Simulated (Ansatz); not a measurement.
```yaml
crystal:
  periodic: [false, false, false]
  atoms:
    - {symbol: Zn, position_ang: [-0.001625, -0.003511, -0.000371]}
    - {symbol: Te, position_ang: [2.197584, -0.983106, -0.361877]}
    - {symbol: Te, position_ang: [-2.195960, 0.986617, 0.362249]}
basis:
  gaussian: {orbitals: def2-TZVPD}
hamiltonian: {xc: {name: HF}}
correlation: {active_space: {window: {electrons: 3, orbitals: 2}}}
scf: {omitted_lower_state_checks: [starts]}
output: {forces: true}
```

```sh
$ ansatz run in.yaml --threads 4 --pin off --events-out ev --progress --plain --max-ram 3916MiB
```

Shortened log:

```
Functional definition: HF
1491 factors; integrals over basis functions are off by at most 4.5e-4 eV
mean field evaluation 1: about -62905.5598 eV, gradient 1.5e1 eV
mean field evaluation 2: about -62905.8206 eV, gradient 1.5e1 eV
mean field evaluation 4: about -62906.8521 eV, gradient 2.9e0 eV
mean field evaluation 8: about -62906.9091 eV, gradient 4.6e-1 eV
mean field -62906.91133240 eV, -2311.7863516297 hartree, gradient 8.0e-6 eV, S^2 0.000000; 0 other end points of the search recorded, 0 dependent functions left out
reference -62906.91133240 eV, -2311.7863516297 hartree; 39, 39 occupied and 130, 130 virtual orbitals, 1491 factors
Error: 3 electrons in 2 orbitals form no window around the highest filled level of the reference
```

Q: What is wrong with this run?

A: The active space doesn't fit the electrons. The run stopped with an error.
